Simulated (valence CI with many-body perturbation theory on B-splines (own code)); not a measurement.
**Which ion has this spectrum?**

A relativistic CI+MBPT calculation for an atom or ion with 15 electrons gives these levels (eV):

```
  J  Parity       E     g
3/2     odd    0.00  1.38
3/2     odd  102.00  1.44
5/2     odd  110.95  1.19
1/2     odd  122.03  0.66
3/2    even  167.07  0.78
5/2    even  197.89  1.26
5/2    even  224.31  1.41
3/2     odd  225.34  1.29
1/2    even  243.80  2.16
3/2    even  244.29  1.15
5/2    even  268.21  0.96
3/2    even  269.62  0.92
1/2    even  270.07  0.21
7/2    even  276.95  1.06
```

The energies are calculated, and their last digits are not significant.

**Question.** Which is it?
A. La42+
B. Cs40+
C. Pr44+
D. Ce43+

**Answer.** D. Ce43+, ground level (3s^2 3p1/2^2 3p3/2) J=3/2.
